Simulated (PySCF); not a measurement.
Shapes and spin states of CoCl₂

All numbers come from PBE/[Co def2-TZVP, Cl def2-TZVP], no relativity, density fitting, PySCF.

Relaxations began from a few typed shapes and spin states; open shells are unrestricted. The search is not exhaustive: other isomers or separated fragments can lie lower, and high-lying points may rest on an excited occupation.

```json
{"spin": "quartet", "group": "D∞h", "bonds": "Co–Cl 2.077 Å (×2)", "angles": "Cl–Co–Cl 180.0°", "imaginary modes (cm⁻¹)": "none", "ΔE (kJ/mol)": "0.0", "ΔE with ZPE (kJ/mol)": "0.0"}
{"spin": "broken-symmetry Ms = 1/2 (⟨S²⟩ 1.65)", "group": "D∞h", "bonds": "Co–Cl 2.067 Å (×2)", "angles": "Cl–Co–Cl 180.0°", "imaginary modes (cm⁻¹)": "none", "ΔE (kJ/mol)": "71.6", "ΔE with ZPE (kJ/mol)": "71.5"}
```

The lowest minimum found is the quartet D∞h: Co–Cl 2.077 Å (×2); Cl–Co–Cl 180.0°.

Formally Co is in oxidation state +2, d7, with 3 unpaired electrons (the high-spin count). The Mulliken spin on Co is 2.49. The polar-tensor charge on Co, 0.87, is far below the formal one.

For the lowest minimum: open d and f shells are described by one determinant, and the ground state may have another occupation or spin.

The electron or spin density has lower symmetry than the nuclear frame for the broken-symmetry Ms = 1/2 (⟨S²⟩ 1.65) D∞h at 71.6 kJ/mol.
